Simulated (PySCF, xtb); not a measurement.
ClF2H3Si2, SMILES F[SiH](F)[SiH2]Cl. One conformer was computed; it need not be the lowest.

Harmonic wavenumbers (cm⁻¹) from xtb 6.7.1 with GFN2-xTB at its own minimum, in rising order: 22, 92, 152, 172, 250, 412, 441, 528, 577, 631, 653, 711, 794, 833, 852, 2214, 2237, 2356.

Task: What does PBE0-D3(BJ)/def2-SVP run with PySCF give at its own minimum? (Estimate from the structure and the level; the computed values follow.)

Result: 40, 76, 168, 198, 313, 436, 507, 556, 683, 775, 822, 832, 890, 930, 962, 2244, 2257, 2284. Paired by order, the mean absolute difference is 68 cm⁻¹ and the zero-point energies are 19.9 and 21.4 kcal/mol.
